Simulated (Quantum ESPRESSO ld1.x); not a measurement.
Q: These are the eigenvalues of the occupied orbitals of an atom or ion with whole-number occupations (eV). Method: Dirac Kohn-Sham, LDA (Slater exchange, Perdew-Zunger correlation), spin-unpolarised, spherical densities, point nucleus; computed with ld1.x of Quantum ESPRESSO 7.5.

1s1/2: -30540.2
2s1/2: -4894.12
2p1/2: -4599.96
2p3/2: -4348.44
3s1/2: -1183.24
3p1/2: -1063.13
3p3/2: -1016.23
3d3/2: -804.311
3d5/2: -794.485
4s1/2: -404.405
4p1/2: -361.092
4p3/2: -350.456
4d3/2: -278.640
4d5/2: -276.687

Which element is it, and in what charge state? The configuration may be excited. Open shells, if any, are shared by 2j + 1.

A: Z = 51, antimony, charge +13: Sb13+ in [Kr] 4d2. The list shows which subshells hold electrons but not how many an open one holds; the 1s level, -1122.3 hartree, gives Z - s = 47.4 by -(Z - s)^2/2, which with screening and relativity narrows Z to a few neighbours, and the depths of the outer levels then fix element, charge and occupations together.
